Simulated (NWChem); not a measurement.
System: Si₄H₉, doublet; SMILES [SiH3][Si]([SiH3])[SiH3]

Parts of the log:

```
             Northwest Computational Chemistry Package (NWChem) 7.3.0
             --------------------------------------------------------

 C3  symmetry detected

                             Geometry "geometry" -> ""
                             -------------------------

 Output coordinates in angstroms (scale by  1.889725989 to convert to a.u.)

  No.       Tag          Charge          X              Y              Z
 ---- ---------------- ---------- -------------- -------------- --------------
    1 Si                  14.0000     0.45142676     2.22756960     0.08346827
    2 Si                  14.0000    -0.00000000     0.00000000    -0.35956610
    3 Si                  14.0000     1.70341848    -1.50473184     0.08346827
    4 Si                  14.0000    -2.15484524    -0.72283776     0.08346827
    5 H                    1.0000     1.73619143     2.63162323    -0.49758247
    6 H                    1.0000     0.52698266     2.59650798     1.50458691
    7 H                    1.0000    -0.57423639     3.10000801    -0.49758507
    8 H                    1.0000     2.97180388    -1.05270070    -0.49758507
    9 H                    1.0000     1.41095685    -2.81939750    -0.49758247
   10 H                    1.0000     1.98515054    -1.75463436     1.50458691
   11 H                    1.0000    -2.51213320    -0.84187362     1.50458691
   12 H                    1.0000    -2.39756749    -2.04730730    -0.49758507
   13 H                    1.0000    -3.14714828     0.18777427    -0.49758247

 Effective nuclear repulsion energy (a.u.)     313.7280681821

      Symmetry information
      --------------------

 Group name             C3
 Group number              5
 Group order               3
 No. of unique centers     5

                                Z-matrix (autoz)
                                --------

 Units are Angstrom for bonds and degrees for angles

[...]

      ----------------------
      Optimization converged
      ----------------------

  Step       Energy      Delta E   Gmax     Grms     Xrms     Xmax
  ---- ---------------- -------- -------- -------- -------- --------
@    8   -1162.47009130 -9.2D-08  0.00002  0.00001  0.00037  0.00102
                                     ok       ok       ok       ok

                                Z-matrix (autoz)
                                --------

 Units are Angstrom for bonds and degrees for angles

[...]

 Rotational Constants
 --------------------
 A=   0.061743 cm-1  (  0.088833 K)
 B=   0.061743 cm-1  (  0.088833 K)
 C=   0.032501 cm-1  (  0.046761 K)

 Temperature                      =   298.15K
 frequency scaling parameter      =   1.0000

 Zero-Point correction to Energy  =   47.179 kcal/mol  (  0.075185 au)
 Thermal correction to Energy     =   53.541 kcal/mol  (  0.085323 au)
 Thermal correction to Enthalpy   =   54.133 kcal/mol  (  0.086267 au)

 Total Entropy                    =   98.549 cal/mol-K
   - Translational                =   40.268 cal/mol-K (mol. weight = 120.9781)
   - Rotational                   =   26.761 cal/mol-K (symmetry #  =        3)
   - Vibrational                  =   31.520 cal/mol-K

 Cv (constant volume heat capacity) =   33.689 cal/mol-K
   - Translational                  =    2.979 cal/mol-K
   - Rotational                     =    2.979 cal/mol-K
   - Vibrational                    =   27.730 cal/mol-K

[normal modes left out]

 ----------------------------------------------------------------------------
 Normal Eigenvalue ||           Projected Infra Red Intensities
  Mode   [cm**-1]  || [atomic units] [(debye/angs)**2] [(KM/mol)] [arbitrary]
 ------ ---------- || -------------- ----------------- ---------- -----------
    1        0.000 ||    0.000001           0.000         0.001       0.000
    2        0.000 ||    0.000000           0.000         0.000       0.000
    3        0.000 ||    0.000001           0.000         0.001       0.000
    4        0.000 ||    0.000000           0.000         0.000       0.000
    5        0.000 ||    0.000000           0.000         0.000       0.000
    6        0.000 ||    0.000001           0.000         0.001       0.000
    7       70.286 ||    0.000000           0.000         0.000       0.000
    8       70.314 ||    0.000000           0.000         0.000       0.000
    9       72.971 ||    0.000006           0.000         0.006       0.001
   10       73.546 ||    0.000144           0.003         0.140       0.028
   11       88.353 ||    0.001835           0.042         1.789       0.363
   12       88.407 ||    0.001834           0.042         1.788       0.363
   13      320.847 ||    0.000043           0.001         0.042       0.009
   14      462.830 ||    0.000619           0.014         0.603       0.123
   15      462.835 ||    0.000619           0.014         0.603       0.123
   16      471.494 ||    0.000000           0.000         0.000       0.000
   17      485.022 ||    0.005756           0.133         5.612       1.139
   18      485.036 ||    0.005756           0.133         5.611       1.139
   19      537.743 ||    0.032272           0.745        31.460       6.387
   20      578.531 ||    0.000187           0.004         0.182       0.037
   21      578.536 ||    0.000187           0.004         0.183       0.037
   22      849.304 ||    0.511612          11.803       498.745     101.257
   23      849.316 ||    0.511575          11.802       498.709     101.250
   24      896.703 ||    0.008162           0.188         7.957       1.615
   25      925.242 ||    0.000315           0.007         0.307       0.062
   26      925.244 ||    0.000315           0.007         0.307       0.062
   27      929.817 ||    0.000003           0.000         0.003       0.001
   28      930.974 ||    0.099848           2.304        97.337      19.762
   29      934.707 ||    0.049987           1.153        48.730       9.893
   30      934.714 ||    0.050022           1.154        48.764       9.900
   31     2205.243 ||    0.052673           1.215        51.348      10.425
   32     2205.244 ||    0.052661           1.215        51.337      10.423
   33     2209.840 ||    0.135954           3.137       132.535      26.908
   34     2224.144 ||    0.053263           1.229        51.923      10.542
   35     2224.145 ||    0.053241           1.228        51.902      10.537
   36     2227.178 ||    0.086061           1.985        83.897      17.033
   37     2231.577 ||    0.000026           0.001         0.026       0.005
   38     2233.918 ||    0.127761           2.948       124.547      25.286
   39     2233.919 ||    0.127777           2.948       124.564      25.289
 ----------------------------------------------------------------------------
```

Level: PBE0/def2-SVP, spin-unrestricted. In the optimisation the excess spin sits in a (C3, its own frame).

Q: Which NWChem input produces such a log?

A: Several could match; the one computed here: the input that was run:
```
start job
memory heap 200 mb stack 900 mb global 1100 mb
geometry units angstroms
  Si    -0.559143     2.204619     0.045729
  Si     0.031708    -0.000054    -0.345551
  Si     2.167157    -0.623967     0.298611
  Si    -1.634831    -1.580853    -0.057494
  H      0.475883     3.123233    -0.440449
  H     -0.781839     2.569112     1.452482
  H     -1.800922     2.550381    -0.653666
  H      3.166880     0.330886    -0.190863
  H      2.522566    -1.935940    -0.252670
  H      2.395231    -0.729081     1.747175
  H     -2.037043    -1.843217     1.332035
  H     -1.230523    -2.880239    -0.604217
  H     -2.863012    -1.186274    -0.755619
end
basis spherical
  * library def2-svp
end
dft
  odft
  mult 2
  xc pbe0
  iterations 150
end
driver
  maxiter 120
end
task dft optimize
task dft freq
```
